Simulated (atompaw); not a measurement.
**Cutoff test, Tm (Z = 69), PAW (atompaw)**

atompaw 4.2.0.5 input, output lines left out:

```
Tm 69
GGA-PBESOL scalarrelativistic loggrid 2001 logderivrange -7 5 301
6 6 5 4 0 0
6 0 0
6 1 0
5 2 1
4 3 12
0 0 0
c
c
c
c
v
v
c
c
c
v
v
c
c
v
c
2
2.45 1.85 1.75 1.70
n
n
y
0.6
n
custom polynom2 7 10 vanderbiltortho sinc
bessel
1.90
2.45
2.00
2.20
2.45
2.45
```

The pseudo-atom Hamiltonian at the reference potential is diagonalised in spherical Bessel functions j_l(qr) that vanish at 20 bohr, with q² up to the cutoff. All-electron valence levels (Ry): 5s -5.3036, 6s -1.1675, 5p -3.2948, 6p -0.8091, 5d -1.1081.

Problem. How do the lowest levels (Ry) of each channel move with the cutoff, and are there ghosts?

Solution.

| cutoff (Ry) | s #1 | s #2 | s #3 | p #1 | p #2 | p #3 | d #1 | f #1 | Σ f·Δε (mRy) |
| --- | --- | --- | --- | --- | --- | --- | --- | --- | --- |
| 8 | -5.1626 | -1.1627 | -0.4800 | -2.8236 | -0.7900 | -0.3571 | -1.0719 | -0.3109 | 3145.5 |
| 10 | -5.2591 | -1.1654 | -0.4805 | -3.1155 | -0.8053 | -0.3617 | -1.0760 | -0.3114 | 1196.9 |
| 15 | -5.3001 | -1.1669 | -0.4807 | -3.2868 | -0.8089 | -0.3627 | -1.0963 | -0.3119 | 66.8 |
| 18 | -5.3032 | -1.1670 | -0.4808 | -3.2931 | -0.8090 | -0.3628 | -1.1045 | -0.3119 | 14.3 |
| 25 | -5.3036 | -1.1674 | -0.4810 | -3.2948 | -0.8091 | -0.3628 | -1.1055 | -0.3119 | 2.8 |
| 30 | -5.3036 | -1.1674 | -0.4811 | -3.2948 | -0.8091 | -0.3628 | -1.1066 | -0.3119 | 1.7 |
| 40 | -5.3036 | -1.1675 | -0.4811 | -3.2948 | -0.8091 | -0.3628 | -1.1076 | -0.3119 | 0.7 |
| 45 | -5.3036 | -1.1675 | -0.4811 | -3.2948 | -0.8091 | -0.3628 | -1.1077 | -0.3119 | 0.6 |
| 400 | -5.3036 | -1.1675 | -0.4811 | -3.2948 | -0.8091 | -0.3628 | -1.1081 | -0.3119 | 0.0 |

Result: no extra level below or beside the all-electron valence levels (s, p, d, f tested); 10 mRy is reached at 21 Ry and 1 mRy at 35 Ry.
